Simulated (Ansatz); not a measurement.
One change: `O[SiH2][SiH]1CO1` becomes `[SiH3]N[SiH]1CO1`.

Ansatz, PBE0-D4/def2-TZVP geometries, multiplicity 1. Each molecule was computed in one conformer, which needn't be the lowest.

| property | `O[SiH2][SiH]1CO1` |
| --- | --- |
| HOMO energy (B3LYP/def2-TZVPP) / eV | -7.42 |
| HOMO–LUMO gap (ωB97M-V/def2-TZVPP) / eV | 10.43 |
| HOMO–LUMO gap (PBE0/def2-TZVPP) / eV | 6.48 |
| HOMO–LUMO gap (B3LYP/def2-TZVPP) / eV | 6.07 |
| HOMO energy (PBE/def2-TZVPP) / eV | -6.43 |
| LUMO energy (PBE/def2-TZVPP) / eV | -1.97 |

Problem. What does the change do to each property? (Best estimate.)

Solution. Computed: 
```json
{"property": "HOMO energy (B3LYP/def2-TZVPP) / eV", "`[SiH3]N[SiH]1CO1`": "-6.96", "shift": "0.46"}
{"property": "HOMO–LUMO gap (ωB97M-V/def2-TZVPP) / eV", "`[SiH3]N[SiH]1CO1`": "11.07", "shift": "0.64"}
{"property": "HOMO–LUMO gap (PBE0/def2-TZVPP) / eV", "`[SiH3]N[SiH]1CO1`": "7.24", "shift": "0.76"}
{"property": "HOMO–LUMO gap (B3LYP/def2-TZVPP) / eV", "`[SiH3]N[SiH]1CO1`": "6.78", "shift": "0.71"}
{"property": "HOMO energy (PBE/def2-TZVPP) / eV", "`[SiH3]N[SiH]1CO1`": "-5.88", "shift": "0.55"}
{"property": "LUMO energy (PBE/def2-TZVPP) / eV", "`[SiH3]N[SiH]1CO1`": "-0.79", "shift": "1.18"}
```

With PBE0 the HOMO rises by 0.46 eV and the LUMO rises by 1.21 eV, so the gap widens by about 0.75 eV. PBE moves the HOMO by 0.55 eV and ωB97M-V by 0.36 eV.

B3LYP here is the variant with VWN-RPA as its local correlation; programs differ in this.
